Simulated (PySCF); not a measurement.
Species: C3BrClO.
InChI=1S/C3BrClO/c4-1-2(5)3(1)6

Method used: EOM-IP-CCSD/aug-cc-pVDZ in PySCF, restricted Hartree–Fock reference, frozen core, non-relativistic, gas phase, PBE0-D3(BJ)/def2-SVP geometry.

Hartree–Fock orbital energies give these Koopmans values (eV): HOMO 11.00, HOMO-1 11.10, HOMO-2 12.52, HOMO-3 13.58, HOMO-4 14.05, HOMO-5 14.75, HOMO-6 16.71, HOMO-7 17.03.

Q: What vertical ionisation energies does EOM-IP-CCSD give?

A: 
| leading hole (HF orbital) | Koopmans (eV) | EOM-IP-CCSD (eV) | change (eV) | one-hole share |
| --- | --- | --- | --- | --- |
| HOMO-1 | 11.10 | 9.75 | -1.35 | 0.95 |
| HOMO | 11.00 | 10.43 | -0.57 | 0.95 |
| HOMO-2 | 12.52 | 11.56 | -0.96 | 0.95 |
| HOMO-3 | 13.58 | 12.62 | -0.96 | 0.94 |
| HOMO-4 | 14.05 | 12.76 | -1.29 | 0.94 |
| HOMO-5 | 14.75 | 13.49 | -1.26 | 0.93 |
| HOMO-6 | 16.71 | 15.02 | -1.69 | 0.94 |
| HOMO-7 | 17.03 | 15.10 | -1.93 | 0.93 |

Q: Does the order of the lines follow the orbital energies?

A: No: the HOMO-1 hole (9.75 eV) falls below the HOMO hole (10.43 eV). The corrections run from -1.93 to -0.57 eV, with a mean of -1.25 eV over the 8 lines; no line lies above its Koopmans value. Koopmans values leave out both the relaxation of the orbitals and the change in correlation energy.

Q: At what kinetic energies would He I light (21.22 eV) eject these electrons?

A: 11.47 eV (HOMO-1), 10.79 eV (HOMO), 9.66 eV (HOMO-2), 8.60 eV (HOMO-3), 8.46 eV (HOMO-4), 7.73 eV (HOMO-5), 6.20 eV (HOMO-6), 6.12 eV (HOMO-7).

Q: What total energy has the lowest final state, and which wavelength reaches it?

A: E(CCSD) + ionisation energy = -3221.16116 + 0.35846 = -3220.80270 Eh, at the geometry of the initial state. The threshold wavelength is 1239.84 eV nm/9.75 eV = 127.2 nm.

Lines less than 0.15 eV apart could change places at a higher level. One root was sought for each valence orbital with −ε under 21 eV, eight at most, so deeper holes and satellites are missing; no vibrational structure.
